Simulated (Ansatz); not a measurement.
Reaction (formal exchange of groups at the Se–C bond): `CC[SeH]` + `C[SiH2]N` → `N[SiH2]C[SeH]` + `CC`

Calculated with Ansatz (gas phase, PBE0-D4/def2-TZVP geometries, no zero-point term in ΔE). CCSD(T)/CBS adds triple-zeta CCSD(T) − MP2 to the extrapolated MP2 energy (def2 sets, frozen cores). This one scheme is used for every species. DFT in def2-TZVPP. B3LYP here is the variant with VWN-RPA as its local correlation; programs differ in this. For Se outer-core shells are correlated without core-valence functions, which leaves a few kJ/mol of doubt a bond. Scalar relativity is left out up to krypton. Each species was taken in one conformer, which may not be the lowest.

(1) Is it downhill or uphill in electronic energy at CCSD(T)/CBS, and by how much? (Estimate.)

(2) What do these levels give: r2SCAN-D4, PBE0-D4, ωB97X-V, ωB97M-V, PBE0, B3LYP, HF/def2-TZVPP, MP2/def2-TZVPP, CCSD(T)/def2-TZVPP, HF/def2-QZVPP, SCS-MP2/def2-QZVPP, MP2/CBS(def2)? (An estimate is asked.)

Largest T1 diagnostic among the species: 0.009.

Answers

(1) Ansatz gave: Nearly level: ΔE = -0.4 kcal/mol.

(2) Computed: r2SCAN-D4 -0.2, PBE0-D4 -0.6, ωB97X-V -0.2, ωB97M-V -0.4, PBE0 0.0, B3LYP 0.5, HF/def2-TZVPP 0.6, MP2/def2-TZVPP -0.5, CCSD(T)/def2-TZVPP -0.4, HF/def2-QZVPP 0.7, SCS-MP2/def2-QZVPP -0.3, MP2/CBS(def2) -0.5 kcal/mol.

The D4 term adds −1.1 kcal/mol with B3LYP and −0.6 kcal/mol with PBE0; it sums over pairs of atoms, weighted by their polarisabilities, and B3LYP, whose exchange is more repulsive, gets the larger term. In def2-TZVPP, CCSD(T) changes the Hartree–Fock value by −1.0 kcal/mol (the triples alone add −0.2 kcal/mol) and MP2 by −1.1 kcal/mol.
